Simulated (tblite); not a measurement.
Start geometry of `C(C1[C](C(F)=C(C=1)F)[CH2+])#N` [radical] from a force field or distance geometry (Å):
```
atom  x, y, z in Å
C1     0.708    1.734    0.000
C2     0.163    0.568   -0.792
C3     0.675   -0.680   -0.092
C4     2.060   -1.006   -0.023
N5     3.204   -1.282    0.078
C6    -0.354   -1.367    0.392
C7    -1.589   -0.658    0.080
F8    -2.822   -1.072    0.435
C9    -1.306    0.433   -0.583
F10   -2.179    1.375   -1.060
H11    1.531    2.331   -0.354
H12    0.178    1.939    0.947
H13   -0.273   -2.315    0.956
```

Problem. What comes out of this run: GFN2-xTB geometry optimisation, gas phase in tblite?

Solution. 
```
atom  x, y, z in Å
C1     0.7569    1.8641   -0.2230
C2     0.0890    0.7033   -0.0903
C3     0.6396   -0.6512    0.1077
C4     2.0047   -0.9361    0.1897
N5     3.1309   -1.1533    0.2497
C6    -0.4023   -1.5701    0.1943
C7    -1.6190   -0.8726    0.0613
F8    -2.8013   -1.4041    0.0923
C9    -1.3466    0.5062   -0.1120
F10   -2.2172    1.4469   -0.2684
H11    1.8364    1.9021   -0.1964
H12    0.2323    2.7996   -0.3617
H13   -0.3077   -2.6343    0.3391
```

The energy falls by 72.5 kcal/mol over 66 L-BFGS steps, the largest force on an atom goes from 5.15 to 0.010 eV/Å, and the atoms move by 0.632 Å rms after alignment. The bond that changes most is C1–C2 (ends: carbon bonded to C and 2 H; carbon bonded to 3 C), which shortens by 0.166 Å. Bonds longer at the end by more than 0.005 Å: 2 of 13; shorter: 10. Among the angles that change most is C1–C2–C3, from 105.7° to 128.3°. Among the dihedrals that turn most is H11–C1–C2–C3, from 104° to 0°. Rotational constants go from 2493, 972.3, 734.6 to 2359, 1037, 720.5 MHz. The orientation of the end geometry is arbitrary; only internal coordinates are fixed.

Time: 1.1 s wall. Hardware: one thread of an AMD EPYC, shared host.

Its GFN2-xTB frequencies are all real (lowest 84 cm⁻¹).

One conformer stands for the species.

All values are computed, not measured.
